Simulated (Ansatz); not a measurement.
Stretching the Ge1–H2 bond in GeH (multiplicity 2 held). Energies count from the point at 1.606 Å.


R- and RO- levels are restricted; in cc, def2 and unpolarised 6-31G sets they are followed outwards from rest. Unrestricted levels (U-) break spin symmetry where that is lower. Active spaces are followed from rest. Full CI gives the lowest state of the spin. Levels need not reach the same state.

Frozen-core correlation. Filled d and f shells under p-block atoms count as core.

The values were computed with Ansatz (a first-principles code) with Gaussian orbitals. Values without a source in brackets are computed.

```
level                                  energy at R = 6.425 Å (kcal/mol)
-------------------------------------  --------------------------------
U-PBE/cc-pVTZ                                                     66.90
U-wB97X-V/cc-pVTZ                                                 69.64
RO-MP2/cc-pVTZ                                               (withheld)
U-MP2/cc-pVTZ                                                     61.70
SC-NEVPT2 on CASSCF(5,5)/cc-pVTZ                                  62.82
FIC-NEVPT4(SD) on CASSCF(5,5)/cc-pVTZ                             65.28
FIC-MRCISD on CASSCF(5,5)/cc-pVTZ                                 65.70
FIC-MRCISD+Q on CASSCF(5,5)/cc-pVTZ                               66.00
FCI/cc-pVTZ                                                       66.26
```

Task: Complete the blanks.

Result: 
- RO-MP2/cc-pVTZ, energy at R = 6.425 Å (kcal/mol): 85.27

Doubts at one or more of the structures used: a spin-contaminated determinant (U-PBE/cc-pVTZ, U-wB97X-V/cc-pVTZ, U-MP2/cc-pVTZ); a restricted determinant that unrestricted orbitals would lower (RO-MP2/cc-pVTZ).
